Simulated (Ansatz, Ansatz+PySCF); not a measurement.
```xyz
2

Li    0.0000    0.0000    0.0000
Al    1.0902    1.4537    3.1472
```

Basis set: 6-31G (spherical functions). Left uncorrelated: 5 orbitals. Correlation on ROHF uses semicanonical orbitals with singles. Charge 0, multiplicity 3.

Computed with Ansatz (development build ahead of 0.2.0); the reference of a correlated method needn't be the lowest determinant of its kind.

(1) Give the atomization energy at this shape (free ground-state atoms in the same class of orbitals less the molecule, no zero-point energy) of triplet AlLi by full CI (lowest root of this spin), ROHF-CCSD(T), ROHF-CCSD.

Results:

(1)

```
                            method  atomization energy
full CI (lowest root of this spin)         23.2 kJ/mol
                      ROHF-CCSD(T)         22.7 kJ/mol
                         ROHF-CCSD         22.0 kJ/mol
```

Caution for ROHF-CCSD(T), ROHF-CCSD: the reference determinant was not shown to be the lowest.

This basis has no polarisation functions and is too small for such energies, which can lie far from measured ones in either direction.
